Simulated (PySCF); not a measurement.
## Ar²⁺: ionisation energy

Ar²⁺ [Ne] 3s2 3p4 (3P) → Ar³⁺ [Ne] 3s2 3p3 (4S), as a difference of total energies. All numbers are calculated (PySCF 2.14, the spin-free X2C one-electron Hamiltonian (Gaussian nucleus), in x2c-QZVPPall with one added diffuse shell each of s, p, d, f type (10s7p5d3f1g, 86 functions)). Correlated levels: valence and next inner shell: 1s2 frozen. The calculations carry no spin-orbit coupling.

| method | ionisation energy (eV) |
| --- | --- |
| UHF | 39.386 |
| MP2 (valence and next inner shell) | 40.348 |
| SCS-MP2 (valence and next inner shell) | 40.453 |
| CCSD (valence and next inner shell) | 40.471 |
| CCSD(T) (valence and next inner shell) | 40.505 |

Q: How much does correlation contribute at CCSD(T) (valence and next inner shell)?

A: 40.505 − (39.386) = 1.119 eV, measured against UHF.

The reference lies between the lowest fine-structure levels, while these numbers refer to the centres of the terms.

Errors of the correlated levels include the incompleteness of this basis and the frozen core.

For comparison: 40.735 ± 0.012 eV (semi-empirical (NIST evaluation); NIST Atomic Spectra Database, ionization energies).
